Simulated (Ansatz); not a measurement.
`[SH][AlH][Br]` and `[SH][Al]([SH])[Br]` differ in one atom or group.

Ansatz, PBE0-D4/def2-TZVP geometries, multiplicity 1. Each molecule was computed in one conformer, which needn't be the lowest.

Scalar relativity is left out up to krypton.

```json
{"property": "size of the dipole moment (PBE/def2-TZVPP) / D", "`[SH][AlH][Br]`": "0.25"}
{"property": "HOMO energy (ωB97M-V/def2-TZVPP) / eV", "`[SH][AlH][Br]`": "-10.22"}
{"property": "HOMO–LUMO gap (PBE0/def2-TZVPP) / eV", "`[SH][AlH][Br]`": "6.70"}
{"property": "HOMO–LUMO gap (B3LYP/def2-TZVPP) / eV", "`[SH][AlH][Br]`": "6.26"}
{"property": "HOMO energy (PBE/def2-TZVPP) / eV", "`[SH][AlH][Br]`": "-6.85"}
{"property": "HOMO–LUMO gap (ωB97M-V/def2-TZVPP) / eV", "`[SH][AlH][Br]`": "10.54"}
```

Task: What does the change do to each property? (Best estimate.)

Result: Ansatz gave: 
```
                                      property  `[SH][Al]([SH])[Br]`  shift
size of the dipole moment (PBE/def2-TZVPP) / D                  1.91   1.66
         HOMO energy (ωB97M-V/def2-TZVPP) / eV                -10.11   0.11
          HOMO–LUMO gap (PBE0/def2-TZVPP) / eV                  7.04   0.34
         HOMO–LUMO gap (B3LYP/def2-TZVPP) / eV                  6.53   0.27
             HOMO energy (PBE/def2-TZVPP) / eV                 -6.72   0.13
       HOMO–LUMO gap (ωB97M-V/def2-TZVPP) / eV                 10.89   0.35
```

With PBE0 the HOMO rises by 0.10 eV and the LUMO rises by 0.45 eV, so the gap widens by about 0.35 eV. PBE moves the HOMO by 0.13 eV and ωB97M-V by 0.11 eV. The zero-point energy changes by 7.5 kJ/mol with +3 modes. Dipoles are sizes alone; their direction can turn.

B3LYP here is the variant with VWN-RPA as its local correlation; programs differ in this.

Spin–orbit coupling is left out; it splits and shifts lone-pair levels of the heavy atoms by tenths of an eV.
